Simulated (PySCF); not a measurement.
# A survey of $^{19}$F NMR shifts

PySCF 2.14.0 with density-fitted response routines calculation with shielding tensors at PBE0/pcSseg-1 (GIAO) and coordinates at the PBE0-D3(BJ)/def2-SVP level; non-relativistic, no solvent model, equivalent nuclei averaged, one conformer.

Shieldings were converted by a linear fit to measured shifts: $^{19}$F: δ = 160.63 − 0.942σ +14.9 on sp3 carbon (rms 6.9 ppm, 221 shifts, 7.7 ppm with the 5 outliers that the fit left out vs CFCl3, solution or neat liquid). Occasional misses reach two or three times the rms, and more in compound classes unlike the fitted ones.

**Question.** Give the $^{19}$F shifts of `FC(F)O[C@H]1CC[SiH2]O1`, `FC[C@@H]1O[SiH2]O[C@H]1CF`, `FC(F)C1CO[SiH2]OC1`, `FC[C@@H]1O[SiH2]O[C@@H]1CF`, `FC(F)O[C@@H]1CCO[SiH2]1`, `FC(F)[C@H]1CCO[SiH2]O1`, `O=C(O[SiH3])C(CF)CF`.

**Answer.** 
```tsv
compound	environment	δ (ppm)
[F:1][CH:2]([F:3])[O:4][C@H:5]1[CH2:6][CH2:7][SiH2:8][O:9]1	F1: fluorine of a CF2 group	-88.1
[F:1][CH:2]([F:3])[O:4][C@H:5]1[CH2:6][CH2:7][SiH2:8][O:9]1	F3: fluorine of a CF2 group	-94.6
FC[C@@H]1O[SiH2]O[C@H]1CF	fluorine on an sp3 carbon (×2)	-231.4
FC(F)C1CO[SiH2]OC1	fluorine of a CF2 group (×2)	-125.5
FC[C@@H]1O[SiH2]O[C@@H]1CF	fluorine on an sp3 carbon (×2)	-234.1
[F:1][CH:2]([F:3])[O:4][C@@H:5]1[CH2:6][CH2:7][O:8][SiH2:9]1	F3: fluorine of a CF2 group	-70.1
[F:1][CH:2]([F:3])[O:4][C@@H:5]1[CH2:6][CH2:7][O:8][SiH2:9]1	F1: fluorine of a CF2 group	-75.8
[F:1][CH:2]([F:3])[C@H:4]1[CH2:5][CH2:6][O:7][SiH2:8][O:9]1	F3: fluorine of a CF2 group	-126.3
[F:1][CH:2]([F:3])[C@H:4]1[CH2:5][CH2:6][O:7][SiH2:8][O:9]1	F1: fluorine of a CF2 group	-126.7
O=C(O[SiH3])C(CF)CF	fluorine on an sp3 carbon (×2)	-232.4
```
